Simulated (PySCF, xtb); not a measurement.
C₂H₄N₂OSi, SMILES N#C/N=C/O[SiH3].

GFN2-xTB in xtb at its own geometry gives an orbital gap of 3.23 eV and a dipole moment of 5.13 D.

Coordinates come from a PBE-D3(BJ)/def2-SVP optimisation. The structure was generated by enumeration; whether it is a known compound was not checked. Other conformers were not sampled.

### Question
What does PBE/def2-TZVP run with PySCF give? (Estimate from the structure and the level; the computed values follow.)

### Answer
gap 4.26 eV (levels -7.02 and -2.77 eV), dipole 4.95 D.
